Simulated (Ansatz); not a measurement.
The cluster Ag2O⁻, relaxed as a doublet with UKS PBE-D4/def2-TZVPD in Ansatz, starting from the GFN1-xTB geometry. Force threshold 0.02 eV/Å.

In the def2 sets Ag takes a core potential; there is no spin–orbit coupling. The highest occupied level of the charge -1 doublet lies above zero (up to 0.69 eV). By energy differences its removal costs 1.52 eV (vertical, to the charge 0 singlet, at PBE-D4/def2-TZVPD); a positive level beside a positive removal energy at the same level points to self-interaction error. The relaxation made no stability test and no search for a lower SCF solution. The structure comes from a short search, and lower isomers may exist.

Start:

Cartesian coordinates in Å:
```
Ag -1.474 -0.983 -0.062
Ag 1.651 0.399 -0.506
O -0.178 0.584 0.567
```

```csv
step,energy (eV),largest force component (eV/Å),SCF passes
1,-10046.3805,0.782,26
2,-10046.4805,0.274,25
3,-10046.4893,0.221,25
4,-10046.5214,0.110,31
5,-10046.5247,0.003,26
```

Force components are those of the run's own axes.

End:

```csv
atom,x (Å),y (Å),z (Å)
Ag1,-1.1883,-0.9230,-0.1561
Ag2,1.4014,0.2228,-0.5242
O3,-0.2131,0.7002,0.6804
```

By distances, no bond broke or formed, bridged metal pairs apart. The bond that changes most is Ag2–O3, from 2.13 to 2.07 Å (atoms count from 1). Metal–metal contacts that move far: Ag1–Ag2 3.45 to 2.86 Å. The end is the same structure that another start reached.

No frequencies were taken in this run, so the end may be a saddle point.

It took 6 s on 4 threads of Arm Neoverse V1 on a shared host.
